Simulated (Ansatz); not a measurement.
A further run on (ClBe-mu-F)2 (Be₂Cl₂F₂).

```yaml
crystal:
  periodic: [false, false, false]
  atoms:
    - {symbol: Be, position_ang: [0.723439, 0.434073, -0.753044]}
    - {symbol: Cl, position_ang: [1.894281, 1.141030, -1.971994]}
    - {symbol: F, position_ang: [-0.761716, -0.125062, -0.803958]}
    - {symbol: Be, position_ang: [-0.722912, -0.435347, 0.752818]}
    - {symbol: Cl, position_ang: [-1.895903, -1.137004, 1.972764]}
    - {symbol: F, position_ang: [0.762811, 0.122300, 0.803414]}
basis:
  gaussian: {orbitals: ANO-RCC-VTZP}
hamiltonian: {xc: {name: RPBE}, dispersion: d4}
scf: {lower_state_search: off}
output: {forces: true}
```

```sh
$ ansatz run in.yaml --threads 4 --pin off --events-out ev --progress --plain --max-ram 3916MiB
```

Output, abridged:

```
Functional definition: RPBE
1536 factors; their error is unknown
mean field evaluation 1: about -31371.1044 eV, gradient 4.8e1 eV
mean field evaluation 2: about -31363.7283 eV, gradient 8.7e1 eV
mean field evaluation 4: about -31374.5821 eV, gradient 1.8e0 eV
mean field evaluation 8: about -31374.5933 eV, gradient 1.5e-2 eV
mean field evaluation 16: about -31374.5715 eV, gradient 1.9e-4 eV
mean field -31374.57148463 eV, -1152.9942356117 hartree, gradient 2.5e-6 eV, S^2 0.000000; 0 other end points of the search recorded, 0 dependent functions left out
reference -31374.57155072 eV, -1152.9942380404 hartree; 30, 30 occupied and 158, 158 virtual orbitals, 1536 factors
Total energy: -31374.98291829 eV, -1153.0093555200 hartree
Relativity: scalar
Atom 0 at     0.723439     0.434073    -0.753044 Å, force    -0.140386    -0.084214     0.146884 eV/Å
Atom 1 at     1.894281     1.141030    -1.971994 Å, force    -0.033286    -0.020729     0.034573 eV/Å
Atom 2 at    -0.761716    -0.125062    -0.803958 Å, force    -0.199380    -0.032034    -0.209760 eV/Å
Atom 3 at    -0.722912    -0.435347     0.752818 Å, force     0.139994     0.084743    -0.147000 eV/Å
Atom 4 at    -1.895903    -1.137004     1.972764 Å, force     0.033862     0.019507    -0.034737 eV/Å
Atom 5 at     0.762811     0.122300     0.803414 Å, force     0.199196     0.032727     0.210041 eV/Å
Dipole moment:     0.000579    -0.001411    -0.000254 e Å
Checks for a lower state left out: stability, starts, cluster_reference, orbital_swaps, neighbouring_geometries, increment
```

It took 3 s on 4 threads of Arm Neoverse V1 on a shared host.

DK, ANO-RCC and x2c sets are all-electron and run with scalar relativity unless a key says otherwise.
